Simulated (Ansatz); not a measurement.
Mulliken charges of CH₅NSSn (`N=C[S][SnH3]`) from r2SCAN/def2-TZVPP in Ansatz (PBE0-D4/def2-TZVP geometry).

```json
{"atom": "N1", "x (Å)": "1.100", "y (Å)": "1.964", "z (Å)": "-1.519", "charge (e)": "-0.298"}
{"atom": "C2", "x (Å)": "0.534", "y (Å)": "1.152", "z (Å)": "-0.743", "charge (e)": "0.079"}
{"atom": "S3", "x (Å)": "0.710", "y (Å)": "-0.612", "z (Å)": "-0.798", "charge (e)": "-0.298"}
{"atom": "Sn4", "x (Å)": "-0.728", "y (Å)": "-1.297", "z (Å)": "1.017", "charge (e)": "0.600"}
{"atom": "H5", "x (Å)": "1.689", "y (Å)": "1.501", "z (Å)": "-2.211", "charge (e)": "0.155"}
{"atom": "H6", "x (Å)": "-0.123", "y (Å)": "1.536", "z (Å)": "0.040", "charge (e)": "0.076"}
{"atom": "H7", "x (Å)": "0.210", "y (Å)": "-2.172", "z (Å)": "2.135", "charge (e)": "-0.104"}
{"atom": "H8", "x (Å)": "-1.972", "y (Å)": "-2.268", "z (Å)": "0.378", "charge (e)": "-0.104"}
{"atom": "H9", "x (Å)": "-1.331", "y (Å)": "0.150", "z (Å)": "1.685", "charge (e)": "-0.105"}
```

Task: By hand: the dipole of these point charges (1 e Å = 4.8032 D).

Result: Σ q r = (-0.359, -0.295, 0.464) e Å, of length 0.657 e Å = 3.16 D.

Task: How does the dipole of the full density compare? (An estimate is asked.)

Result: The calculation gave: (-0.236, -0.397, 0.324) e Å, 2.71 D; the point charges give 1.17 times that, at 18° from its direction.

Point charges leave out the atoms' own dipoles, such as those of lone pairs, and Mulliken's split depends on the basis, so the two needn't agree.
